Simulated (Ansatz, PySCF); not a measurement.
CaF, SMILES [F][Ca+], charge +1. Atoms are numbered in the order given.

```xyz
2

Ca     0.0000     0.0000    -0.5681
F      0.0000     0.0000     1.3177
```
Charge +1, spin multiplicity 1.

Geometry optimised at B3LYP-D3(BJ)/def2-TZVPD. The spin state was assumed, not searched.

Two levels are set side by side: PBE-D3(BJ)/def2-TZVPD (Ansatz, a first-principles code) and B3LYP-D3(BJ)/def2-TZVPD (Ansatz). Each level has its own optimised geometry; the coordinates shown are those of the second. Frequencies come from the Hessian of PySCF at each geometry. Differences are taken from unrounded values.

| quantity | B3LYP-D3(BJ) | PBE-D3(BJ) | PBE-D3(BJ) minus B3LYP-D3(BJ) |
|---|---|---|---|
| bond Ca1–F2 (Å) | 1.886 | 1.879 | -0.006 |
| highest harmonic wavenumber (cm⁻¹) | 682 | 677 | -5 |
| mean harmonic wavenumber (cm⁻¹) | 682 | 677 | -5 |
| zero-point energy (kcal/mol) | 0.97 | 0.97 | -0.01 |

On these quantities the two levels nearly agree.
